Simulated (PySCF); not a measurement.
NMR data simulated for an unnamed compound:

¹H NMR (300 MHz, computed): δ 0.78 (s, 3H).

¹³C{¹H} NMR (computed): δ 6.0 (CH3).

Non-relativistic Hamiltonian, no solvent model, fast rotation and ring inversion assumed for equivalent nuclei, a single conformation. PBE0-D3(BJ)/def2-TZVP geometry; σ from GIAO-B97-2/pcSseg-2; PySCF 2.14.

Shifts are taken against calculated references (same method and geometry level): ¹H and ¹³C vs TMS.

Question: Which of these does the molecule contain: a Si–CH3 group, an amide, a three-membered ring, a non-aromatic C=C double bond?

Answer: 
- A Si–CH3 group: yes (δC 6.0; δH 0.78 (s)).
- An amide: no.
- A three-membered ring: no.
- A non-aromatic C=C double bond: no.

The data belong to `C[Si](Cl)(Cl)[Si](Cl)(Cl)Cl`, CH3Cl5Si2; they needn't prove each group on their own.

Carbon signals by region: 1 below 50 ppm.

Shifts are as computed. Against solution values, carbons near 30 ppm lie about +3 ppm off and those near 130 ppm about +7 ppm. Of 1211 compounds with measured shifts, 218 miss one by over three times the rms of a fit or turn the order of signals round; such compounds aren't used in these exercises.
